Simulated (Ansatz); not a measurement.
`C#CC[SiH2]F` + H₂ → `C#CC` + `F[SiH3]` at 700 K and 1 bar (hydrogenolysis of a C–Si bond).

Computed with Ansatz on PBE0-D4/def2-TZVP structures; ΔE is electronic, products minus reactants. CCSD(T)/CBS adds triple-zeta CCSD(T) − MP2 to the extrapolated MP2 energy (def2 sets, frozen cores). This one scheme is used for every species. One conformer a species, not always the lowest.

| species | CCSD(T)/CBS energy (Eh) | H − E (kJ/mol) | S (J/(mol·K)) |
| --- | --- | --- | --- |
| `C#CC[SiH2]F` | -506.03864 | 249.1 | 445.8 |
| H₂ | -1.17544 | 46.8 | 155.3 |
| `C#CC` | -116.49627 | 191.4 | 312.9 |
| `F[SiH3]` | -390.72345 | 108.4 | 291.4 |

H − E and S are ideal-gas, rigid-rotor, harmonic terms from PBE0-D4/def2-TZVP, for one conformer and one mirror image of each species. For small species the MP2-based limit differs from directly extrapolated CCSD(T) by up to some mEh (0.8 for H₂); such offsets cancel only in part. 1 Eh = 2625.50 kJ/mol, R = 8.31446 J/(mol·K).

Question: By hand: ΔE, ΔH, ΔS and ΔG.

Answer: ΔE = (-116.49627) + (-390.72345) − (-506.03864) − (-1.17544) = -0.00564 Eh = -14.8 kJ/mol. Δ(H − E) = 191.4 + 108.4 − 249.1 − 46.8 = 3.9, so ΔH = -10.9 kJ/mol. ΔS = 312.9 + 291.4 − 445.8 − 155.3 = 3.2 J/(mol·K). ΔG = -10.9 − 700 × (3.2)/1000 = -13.1 kJ/mol.

Question: By hand: the equilibrium constant, and the temperature at which ΔG would vanish if ΔH and ΔS stayed fixed.

Answer: log₁₀ K = −ΔG/(RT ln 10) = 1.0. ΔH and −TΔS have one sign here, so there is no such temperature.

The number of gas molecules stays the same, so ΔS is small and ΔH decides. A doubt of 5 kJ/mol in ΔE shifts log₁₀ K by 0.4 here. Other conformers and mirror images would add mixing entropy, several J/(mol·K) or more a flexible species. These are equilibria of isolated gas molecules and say nothing of rates. Largest T1 diagnostic: 0.012 (customary marks: 0.02 for closed shells, 0.045 for open ones).

ΔS is within the doubt of such terms, so its sign, and with it that verdict, could turn.
